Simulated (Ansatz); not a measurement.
Coupled-cluster diagnostics for BCl2(vinyl) (C2H3BCl2), Ansatz.

Geometry of the singlet (PBE-D4/def2-SVP):

```xyz
8

B     0.283   -1.175   -0.265
Cl   -0.486   -2.648   -0.860
Cl    2.007   -1.237    0.121
C    -0.547    0.121   -0.095
C    -0.031    1.287    0.357
H    -1.619    0.087   -0.359
H     1.035    1.366    0.632
H    -0.642    2.198    0.470
```

Correlated methods freeze 13 core orbitals.

Question: Estimate the CCSD(T) correlation energy, the shares of MP2 and (T), T1 and the reference's ⟨S²⟩ for: charge 0, singlet, own geometry in def2-TZVPP; and the rough time on 2 threads of Intel Xeon 6975P-C on a shared host.

Answer: 
```
                          state       basis  correlation (eV)  MP2 share (%)  (T) share (%)     T1  ⟨S²⟩ (pure)  wall time                  remarks
charge 0, singlet, own geometry  def2-TZVPP           -24.000           89.9            4.5  0.012  0.00 (0.00)       45 s  restricted SCF unstable
```
Customary marks for T1 are 0.02 (closed shells), 0.045 (open shells) and about 0.05 (3d metals). T1 stays under 0.02 throughout.
